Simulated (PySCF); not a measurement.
## Orbital energies and ionisation energy

C8H10Si2.
Structure used (PBE0-D3(BJ)/def2-SVP), in Å, numbered top down from 1:
```
atom  x, y, z in Å
Si1    4.3509   -0.9018   -1.3577
C2     2.8789   -0.0022   -0.7320
C3     1.9067    0.6126   -0.3115
Si4    0.4110    1.4834    0.3095
C5    -1.0815    0.3614    0.1332
C6    -0.9370   -1.0217   -0.0437
C7    -2.0559   -1.8468   -0.1468
C8    -3.3359   -1.2995   -0.0756
C9    -3.4958    0.0752    0.0971
C10   -2.3764    0.8982    0.1998
H11    5.5528   -0.0267   -1.2391
H12    4.1397   -1.2696   -2.7877
H13    4.5547   -2.1401   -0.5513
H14    0.6506    1.8568    1.7365
H15    0.2114    2.7401   -0.4716
H16    0.0637   -1.4584   -0.1090
H17   -1.9275   -2.9230   -0.2865
H18   -4.2131   -1.9458   -0.1579
H19   -4.4976    0.5085    0.1489
H20   -2.5190    1.9759    0.3289
```

Level: B3LYP/def2-SVPD (PySCF). Frontier orbitals with their largest atomic shares (Löwdin; up to four atoms above 4 %):

```tsv
orbital	ε (eV)	main atoms
HOMO−3	-7.90	C2 35 %, C3 35 %, Si1 7 %, Si4 6 %
HOMO−2	-7.86	C2 36 %, C3 36 %, Si1 7 %, Si4 6 %
HOMO−1	-7.27	C6 22 %, C9 22 %, C10 17 %, C7 17 %
HOMO	-7.24	?
LUMO	-1.11	C5 13 %, C8 12 %, Si4 11 %, C10 10 %
LUMO+1	-0.86	C3 26 %, C2 26 %, Si1 14 %, Si4 12 %
LUMO+2	-0.74	C6 17 %, C9 16 %, C5 11 %, C8 10 %
```

Problem. What vertical ionisation energy does ΔSCF give, and how far is −ε(HOMO) from it?

Solution. ΔSCF: 9.01 eV (869 kJ/mol; threshold wavelength 138 nm); ⟨S²⟩ of the doublet left behind is 0.758, against 0.75 for a pure doublet. −ε(HOMO) is 7.24 eV, 1.77 eV below it. In exact Kohn–Sham theory the two would be equal; B3LYP (global hybrid, 20 % exact exchange) falls short of its own ΔSCF value by 20 %.

Problem. On which atoms does the HOMO lie?

Solution. C5 (substituted aromatic carbon) 23 %, C8 (aromatic CH carbon) 22 %, C10 (aromatic CH carbon) 13 %, C7 (aromatic CH carbon) 13 %, so no atom holds as much as 40 %. The HOMO−1 lies 0.03 eV lower.

Problem. Shift the occupied levels rigidly so that −ε(HOMO) equals the ΔSCF value. What binding energies result?

Solution. The shift is +1.77 eV: HOMO 9.01, HOMO−1 9.04, HOMO−2 9.63, HOMO−3 9.67 eV. A rigid shift is only a rough guide to the deeper ionisations.

Problem. What kinetic energy would electrons from this vertical process carry with 118.2 nm light (10.49 eV)?

Solution. 10.49 − 9.01 = 1.48 eV.

Problem. What total energies stand behind the ΔSCF value?

Solution. E(N) = -889.46056 Eh and E(N − 1) = -889.12942 Eh at the same geometry, 0.33114 Eh apart.

Isolated species at its PBE0-D3(BJ)/def2-SVP geometry (one conformer only).
